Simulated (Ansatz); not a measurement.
Wavefunction ladder for FH$_{4}$NSSi, SMILES `N[SiH](F)S`

```tsv
atom	x (Å)	y (Å)	z (Å)
N1	-0.495	-0.433	-1.227
Si2	-0.193	-0.070	0.394
F3	-0.891	1.258	0.954
S4	1.900	0.242	0.551
H5	-1.293	-0.975	-1.513
H6	-0.082	0.083	-1.985
H7	-0.737	-1.168	1.219
H8	1.789	1.063	1.608
```

The species carries charge 0 and has multiplicity 1. The geometry is a stationary point of PBE0-D4/def2-TZVP. It is one conformer, not always the lowest. Frozen core, restricted reference, Ansatz. CBS rows extrapolate triple and quadruple zeta; past MP2 they add the triple-zeta difference.

| basis | HF (Eh) | MP2 corr. | CCSD corr. | (T) | CCSD(T) total |
| --- | --- | --- | --- | --- | --- |
| def2-SVP | -842.46836 | -0.58158 | -0.61990 | -0.01349 | -843.10175 |
| def2-TZVPP | -842.91914 | -0.76209 | -0.79682 | -0.02886 | -843.74482 |
| def2-QZVPP | -842.94761 | -0.82834 | – | – | – |
| CBS(def2) | -842.95154 | -0.87742 | -0.91215 | as TZ | -843.89255 |
